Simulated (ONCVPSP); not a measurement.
What one change does to a pseudopotential (In (Z = 49), ONCV)

```
Element                 : In
Generator               : ONCVPSP 4.0.1
Type                    : optimised norm-conserving Vanderbilt (ONCV)
Functional              : PBE
Relativity              : scalar-relativistic
Frozen core             : [Ar] 3d10
Valence charge          : 21
Reference configuration : 4s2 4p6 4d10 5s2 5p1
Partial waves           : 4s+5s: rc 1.60 bohr, ncon 4, nbas 9, qcut 8 1/bohr, 2 projectors; 4p+5p: rc 1.75 bohr, ncon 4, nbas 8, qcut 6.2 1/bohr, 3 projectors, debl 1.5 Ha; 4d: rc 1.70 bohr, ncon 4, nbas 9, qcut 8.2 1/bohr, 3 projectors, debl 0.4 Ha
Local potential         : polynomial inside 1.45 bohr (lpopt 5, dvloc0 6 Ha)
Core correction         : polynomial model core, fcfact 0.6
```

In the d channel the program set the typed energies aside and used -0.684, 0.250, 0.650 Ha.

All-electron outer shells of the reference configuration (PBE, scalar-relativistic, ld1.x):

| shell | level (eV) | outermost node (bohr) | outermost maximum (bohr) |
| --- | --- | --- | --- |
| 3p | -649.14 | 0.14 | 0.31 |
| 3d | -432.71 | – | 0.26 |
| 4s | -119.66 | 0.41 | 0.77 |
| 4p | -78.13 | 0.42 | 0.82 |
| 4d | -18.62 | 0.40 | 0.94 |
| 5s | -8.21 | 1.02 | 2.16 |
| 5p | -2.52 | 1.14 | 2.85 |

Change: fully relativistic. In the d channel the program set the typed energies aside and used -0.671, 0.250, 0.650 Ha (j = l + 1/2; the other j can differ).

Cutoffs: the cutoffs (Ha) at which the residual kinetic energy of the hardest occupied pseudo-wave falls to 1 and 0.1 mHa per electron; they do not see the model core or the augmentation charge, which bear on the density cutoff. Errors are all-electron minus pseudo energies relative to the spin-unpolarised reference configuration.

Q: Predict the effect on cutoff, ghosts and configuration errors.

A: The potential gets harder (28 Ha and 44 Ha → 28 Ha and 56 Ha); of the 3 tests that both files solve, the error grows in 1 and shrinks in 2 by more than 15 % and 0.3 meV (median size 7.0 → 2.2 meV); neither file shows a bound ghost.

| quantity | base | changed |
| --- | --- | --- |
| cutoff, loose | 28 Ha | 28 Ha |
| cutoff, tight | 44 Ha | 56 Ha |
| loose cutoff by channel | s 20 Ha, p 18 Ha, d 28 Ha | s 20 Ha, p 19 Ha, d 28 Ha |
| bound ghosts | none | none |
| GHOST(+) flags under 300 eV | none | none |
| tests with a reliable result | 3 of 4 | 3 of 4 |
| error for 4s2 4p6 4d10 5s2 5p0, meV [ΔE 5.36 → 5.37 eV] | -1.3 | -0.1 |
| error for 4s2 4p6 4d10 5s1 5p0, meV [ΔE 24.60 → 24.61 eV] | -7.0 | -2.2 |
| error for 4s2 4p6 4d9 5s2 5p1, meV [ΔE 25.12 → 25.11 eV] | +19 | +23 |
| s: phases at 1.62 bohr within 0.05 rad from the reference energy up to (Ha; the scan ends near 5) | to the end of the scan | to the end of the scan |
| rms error of d²Exc/dni dnj with the model core, mHa | 1.72 | 2.90 |
